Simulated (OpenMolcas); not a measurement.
**S3+: the spin-orbit constant, worked from levels**

```yaml
Program: OpenMolcas
Basis: ANO-L-VQZP [6s5p3d2f]
Scalar_Hamiltonian: non-relativistic, point nucleus
Active_space: 3 electrons in 8 orbitals (3s 3p 4s 4p)
State_averaging: 2S+1 = 4 odd, 1 root; 2S+1 = 2 odd, 3 roots; 2S+1 = 4 even, 3 roots; 2S+1 = 2 even, 9 roots
Spin-orbit_coupling: RASSI with atomic mean-field integrals over the reference wave functions, term energies averaged over their components
```

Methods: CASSCF; SS-CASPT2, IPEA 0.25 Eh, imaginary shift 0.1 Eh (closed shells correlated: 2s 2p). Measured levels: NIST levels in Podobedova, Kelleher and Wiese, J. Phys. Chem. Ref. Data 38, 171 (2009).

**The spin-orbit constant.** For the Hund term ²P° of p1, E(J) = (A/2) J(J+1) + constant and ζ = 2S·A = A. From J = 1/2 to J = 3/2 the energy changes by 1.5 A.

```csv
Source,E(3/2) - E(1/2),A,ζ
CASSCF,818.6,545.7,546
SS-CASPT2,818.6,545.7,546
measured,951.4,634.3,634
```

All in cm-1. SS-CASPT2 is off by -14.0 % and CASSCF by -14.0 %. Both methods take the spin-orbit matrix elements from the reference wave functions, so the second can move ζ only through the term energies and any multistate remixing.

Over all roots computed the reference weight is 0.90 to 0.99 in SS-CASPT2; the roots of lowest weight are the least certain, and an intruder state may touch them. Active for correlation alone: 4p 4s; no level in the range computed is led by a configuration that fills them, so any true level of that kind is missing. Computed and measured levels are paired by configuration, term and J; levels that our copy of the source lacks, or whose pairing is in doubt (as where it misses far off the trend of its configuration), stay unpaired and out of the deviations. Levels of configurations outside the active space are missing.

° marks odd parity.
